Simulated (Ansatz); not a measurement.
Geometry optimisation, RHF/def2-SVP in Ansatz.

Input file:

```yaml
crystal:
  periodic: [false, false, false]
  atoms:
    - { symbol: Al, position_ang: [0.019965, -0.143694, -0.114164] }
    - { symbol: F, position_ang: [0.029039, -0.268749, 1.555889] }
    - { symbol: "N", position_ang: [1.57841, -0.051299, -0.927527] }
    - { symbol: H, position_ang: [1.735514, -0.009478, -1.915682] }
    - { symbol: H, position_ang: [2.453657, -0.036968, -0.440673] }
    - { symbol: "N", position_ang: [-1.546393, -0.20245, -0.915854] }
    - { symbol: H, position_ang: [-2.412352, -0.29894, -0.421829] }
    - { symbol: H, position_ang: [-1.717737, -0.155752, -1.901439] }
    - { symbol: H, position_ang: [0.002787, 2.393186, 0.9772] }
    - { symbol: H, position_ang: [0.002909, 1.857144, 1.445279] }
basis:
  gaussian: { orbitals: def2-SVP }
hamiltonian:
  xc: hf
relax:
  f_tol: 0.03
  max_steps: 50
```

Command:

```bash
$ ansatz run input.yaml --threads 1 --pin off --max-ram 2048MiB --backend cpu --events-out ev --progress --plain --runs-dir out
```

**Question.** Where does it end, and by what steps?

**Answer.** The run converged. The force dipped under the threshold on the way, but the program's further checks kept it going. After 19 steps the energy has fallen by 0.101 eV; H9 moved furthest, 0.98 Å.

| step | energy less start (eV) | largest force component (eV/Å) | accepted |
| --- | --- | --- | --- |
| 0 | 0.0000 | 1.240 | yes |
| 1 | -0.0801 | 0.444 | yes |
| 2 | -0.0837 | 0.294 | yes |
| 3 | -0.0938 | 0.291 | yes |
| 4 | -0.0953 | 0.239 | yes |
| 5 | -0.0966 | 0.134 | yes |
| 6 | -0.0976 | 0.162 | yes |
| 7 | -0.0985 | 0.063 | yes |
| 8 | -0.0983 | 0.067 | no |
| 9 | -0.0988 | 0.021 | yes |
| 10 | -0.0992 | 0.060 | yes |
| 11 | -0.0996 | 0.076 | yes |
| 12 | -0.0999 | 0.101 | yes |
| 13 | -0.1001 | 0.076 | yes |
| 14 | -0.1004 | 0.025 | yes |
| 15 | -0.1006 | 0.059 | yes |
| 16 | -0.1006 | 0.087 | yes |
| 17 | -0.1007 | 0.030 | yes |
| 18 | -0.1007 | 0.011 | yes |
| 19 | -0.1007 | 0.006 | yes |

```xyz
10
Properties=species:S:1:pos:R:3
Al 0.037 -0.271 -0.240
F 0.053 -0.209 1.416
N 1.586 -0.249 -1.074
H 1.722 -0.275 -2.065
H 2.474 -0.203 -0.611
N -1.527 -0.363 -1.040
H -2.404 -0.382 -0.558
H -1.682 -0.400 -2.028
H -0.072 3.079 1.679
H -0.042 2.355 1.863
```

Whether the end is a true minimum wasn't checked by a vibrational analysis.

The run took 34 s on 1 thread of Arm Neoverse V1, with other jobs on the host, peak memory 0.16 GiB.
